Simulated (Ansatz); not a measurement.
`NB1CS1` + `FC1[SiH2]S1` → `FB1CS1` + `NC1[SiH2]S1`  (redistribution)

Isolated molecules relaxed with PBE0-D4/def2-TZVP in Ansatz; ΔE leaves out vibrations. CCSD(T)/CBS adds triple-zeta CCSD(T) − MP2 to the extrapolated MP2 energy (def2 sets, frozen cores). DFT in def2-TZVPP. Each species was taken in one conformer, which may not be the lowest.

Q: Is it downhill or uphill in electronic energy at CCSD(T)/CBS, and by how much? (Best estimate.)

A: The calculation gave: Downhill: ΔE = -0.40 eV.

Q: What do these levels give: r2SCANh-D4, PBE, r2SCAN, r2SCAN0, HF/def2-TZVPP, HF/def2-QZVPP? (Best estimate.)

A: The calculation gave: r2SCANh-D4 -0.38, PBE -0.35, r2SCAN -0.38, r2SCAN0 -0.37, HF/def2-TZVPP -0.37, HF/def2-QZVPP -0.37 eV.

Q: What do rigid-rotor, harmonic-oscillator terms from PBE0-D4/def2-TZVP frequencies (298.15 K, 1 bar) make of the CCSD(T)/CBS value? (An estimate is asked.)

A: Computed: ΔZPE = +0.01 eV, ΔH = -0.39 eV, ΔS = 2 J/(mol·K), ΔG = -0.40 eV.

Largest T1 diagnostic among the species: 0.014.

Leaving LDA and LC-ωPBE aside and taking each functional with its dispersion term where it has one, the values, not all of them listed here, spread over 0.10 eV, from B97M-V to ωB97X-V. In def2-TZVPP, CCSD(T) changes the Hartree–Fock value by −0.04 eV (the triples alone add −0.02 eV) and MP2 by −0.08 eV. At CCSD(T), def2-SVP lies −0.07 eV from the extrapolated value and def2-TZVPP −0.01 eV.
